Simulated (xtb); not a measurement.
Se(Br)(SH) (BrHSSe), SMILES Br[Se]S. All values are semi-empirical tight-binding results from xtb (GFN2-xTB unless named), good for trends rather than for accurate numbers. The structure is a stationary point at GFN2-xTB. The values are those of a single conformer.

Computed properties:
```
Item                                               Value
----------------------------------------  --------------
orbital gap                                      2.77 eV
zero-point energy                           5.9 kcal/mol
G − E(el) at 298.15 K (modified RRHO)     -13.3 kcal/mol
static polarisability (D4 model)              70.9 bohr³
solvation energy, GFN2-xTB/ALPB(water)     -0.6 kcal/mol
solvation energy, GFN2-xTB/ALPB(toluene)   -4.5 kcal/mol
```
